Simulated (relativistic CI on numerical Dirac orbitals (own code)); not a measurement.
**Ni²⁺ in a cubic cluster: L2,3 absorption with charge transfer**

Computed with a charge-transfer multiplet model of a cubic metal-ligand cluster with up to 2 ligand holes, Slater and spin-orbit integrals from Dirac-Coulomb-Breit ions, Slater integrals scaled by 0.9. The ground state mixes d8 with configurations of k ligand holes L, whose averages lie at kΔ + k(k − 1)U_dd/2; a core hole lowers each added d electron by U_cd. 20 K, Lorentzian 0.4 eV and Gaussian 0.3 eV FWHM.

Atomic integrals in eV (Slater integrals scaled, ζ unscaled), ground: F2dd 10.953, F4dd 6.797, zeta_d 0.080; with the core hole: F2dd 10.953, F4dd 6.797, zeta_d 0.103, zeta_core 11.413, F2cd 6.973, G1cd 5.258, G3cd 2.990.

Cluster parameters (eV): Δ = 2.7, U_dd = 6.3, U_cd = 7.2, 10Dq(ligand) = 0.5, V(eg) = 2.9, V(t2g) = -1.45, final-state hopping factor = 0.9.

| Case | n_d | d8 | d9L | d10L2 | S |
| --- | --- | --- | --- | --- | --- |
| 10Dq = 1 eV | 8.34 | 0.68 | 0.31 | 0.02 | 1.00 |
| 10Dq = 1.6 eV | 8.32 | 0.70 | 0.29 | 0.02 | 1.00 |
| 10Dq = 1.9 eV | 8.31 | 0.71 | 0.28 | 0.02 | 1.00 |
| 10Dq = 2.2 eV | 8.30 | 0.71 | 0.27 | 0.01 | 1.00 |
| 10Dq = 2.5 eV | 8.29 | 0.72 | 0.26 | 0.01 | 1.00 |

Weights, n_d and S are thermal averages at 20 K. Photon energies count from the first peak over 30 % of the highest in each spectrum, which can be another peak from case to case. The parameters are a model scan and need not match a compound or its usual spin state. Peaks in eV (height, largest 100):
- 10Dq = 1 eV: 0.0 (100), 1.5 (19), 17.3 (26), 18.2 (25)
- 10Dq = 1.6 eV: 0.0 (100), 1.5 (18), 17.2 (26), 18.2 (24)
- 10Dq = 1.9 eV: 0.0 (100), 1.5 (18), 17.2 (26), 18.1 (24)
- 10Dq = 2.2 eV: 0.0 (100), 1.6 (19), 17.3 (26), 18.2 (25)
- 10Dq = 2.5 eV: 0.0 (100), 1.6 (18), 17.2 (26), 18.2 (24)

For the case 10Dq = 1.6 eV, Δ = 2.7 eV is smaller than U_dd = 6.3 eV, the charge-transfer side of the Zaanen-Sawatzky-Allen scheme. With the core hole the configuration with one ligand hole lies at Δ + U_dd − U_cd = 1.8 eV above the one without, against Δ in the ground state. The added d electron screens the hole, so the order of the configurations is kept and charge-transfer satellites are weaker than in photoemission.
